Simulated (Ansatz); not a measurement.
Geometry optimisation, Ansatz, RKS PBE/def2-SVP.

input.yaml

```yaml
crystal:
  periodic: [false, false, false]
  atoms:
    - { symbol: Ge, position_ang: [-0.143207, -0.230211, -0.042661] }
    - { symbol: Cl, position_ang: [-0.330799, -0.411487, 2.152385] }
    - { symbol: H, position_ang: [1.335594, -0.033422, -0.416215] }
    - { symbol: Cl, position_ang: [-1.351773, 1.444433, -0.703507] }
    - { symbol: H, position_ang: [-0.813947, -1.50625, -0.605446] }
    - { symbol: S, position_ang: [1.417334, 2.629144, 1.117869] }
    - { symbol: H, position_ang: [2.541829, 2.223407, 1.768897] }
    - { symbol: H, position_ang: [0.614568, 1.976786, 2.036677] }
basis:
  gaussian: { orbitals: def2-SVP }
hamiltonian:
  xc: pbe
relax:
  f_tol: 0.03
  max_steps: 50
```

Run as:

```bash
$ ansatz run input.yaml --threads 2 --pin off --max-ram 3072MiB --backend cpu --events-out ev --progress --plain --runs-dir out
```

**Question.** Where does it end, and by what steps?

**Answer.** The forces met the threshold. The force dipped under the threshold on the way, but the program's further checks kept it going. After 6 steps the energy has fallen by 0.061 eV; S6 moved furthest, 0.37 Å.

| step | energy less start (eV) | largest force component (eV/Å) | accepted |
| --- | --- | --- | --- |
| 0 | 0.0000 | 0.373 | yes |
| 1 | -0.0486 | 0.284 | yes |
| 2 | -0.0545 | 0.229 | yes |
| 3 | -0.0418 | 0.330 | no |
| 4 | -0.0602 | 0.030 | yes |
| 5 | -0.0608 | 0.017 | yes |
| 6 | -0.0611 | 0.021 | yes |

```xyz
8
Properties=species:S:1:pos:R:3
Ge -0.247 -0.338 -0.107
Cl -0.378 -0.426 2.070
H 1.218 -0.045 -0.488
Cl -1.504 1.285 -0.800
H -0.843 -1.662 -0.641
S 1.610 2.878 1.318
H 2.676 2.292 1.927
H 0.739 2.109 2.029
```

Whether the end is a true minimum wasn't checked by a vibrational analysis.

The run took 11 s on 2 threads of Intel(R) Xeon(R) 6975P-C (Granite Rapids) (shared host), peak memory 0.17 GiB.
